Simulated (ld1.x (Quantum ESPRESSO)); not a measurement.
# Transferability test, TM potential for Cd

cadmium (Cd), norm-conserving Troullier–Martins (Kleinman–Bylander form), made with ld1.x (Quantum ESPRESSO) 7.5 (LDA (PZ), fully relativistic). Core [Kr] 4d10, reference 5s2 5p0. Waves: 5s (bound): rc 2.25 bohr; 5p (bound, empty): rc 2.40 bohr; 5d channel at 0.45 Ry: rc 2.30 bohr. Local part: the d channel. Core correction: none.

Open shells are filled in proportion to 2j + 1 (rel_dist='average').

Energies are relative to the spin-unpolarised reference configuration 5s2 5p0; without spin polarisation the order of configurations can differ from experiment. The d channel is local and has no spin–orbit splitting in the pseudo-atom.

(1) Give the all-electron excitation energy and the error of the potential for: 5s1 5p0; 5s1.5 5p0; 5s1 5p1; 5s0 5p1; 5s0 5p2.

Note: ghost states, extra bound levels that the all-electron valence spectrum of the same l lacks: s at -400.2 eV, p3/2 at -198.3 eV, p1/2 at -197.5 eV. A true bound ghost makes a file unfit for plane-wave use.

Answers

(1)

```tsv
valence configuration	charge	ΔE all-electron (eV)	error AE − PS (meV)
5s1 5p0	+1	9.629	+64
5s1.5 5p0	+0.5	3.876	+9.2
5s1 5p1	0	4.782	+27
5s0 5p1	+1	15.526	+219
5s0 5p2	0	9.897	+146
```
